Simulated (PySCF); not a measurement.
SMILES SCC[SeH] (C2H6SSe), B3LYP/def2-SVP optimised geometry.

```
10

S      1.52    -1.53    -0.15
C      0.79     0.16     0.00
C     -0.73     0.16     0.00
Se    -1.52     1.98     0.00
H      1.13    -1.98     1.07
H      1.18     0.71    -0.87
H      1.20     0.65     0.90
H     -1.12    -0.32    -0.91
H     -1.13    -0.40     0.86
H     -1.08     2.31     1.37
```

Density from B3LYP/def2-TZVP in PySCF 2.14.0 at that geometry.

Minimum of the electron density along straight lines between bonded atoms, close to the bond critical point (lines longer than 1.1 times the sum of covalent radii, or with two minima, are not listed):

```csv
bond,length / Å,ρ at the minimum / e bohr⁻³,∇²ρ there / e bohr⁻⁵,position (fraction from the first atom)
S1–C2,1.842,0.172,-0.26,0.53
C2–C3,1.522,0.251,-0.63,0.50
C3–Se4,1.984,0.140,-0.14,0.48
S1–H5,1.354,0.213,-0.61,0.64
C2–H6,1.100,0.278,-0.96,0.65
C2–H7,1.101,0.278,-0.95,0.65
C3–H8,1.100,0.278,-0.95,0.65
C3–H9,1.099,0.278,-0.95,0.65
Se4–H10,1.477,0.174,-0.31,0.63
```
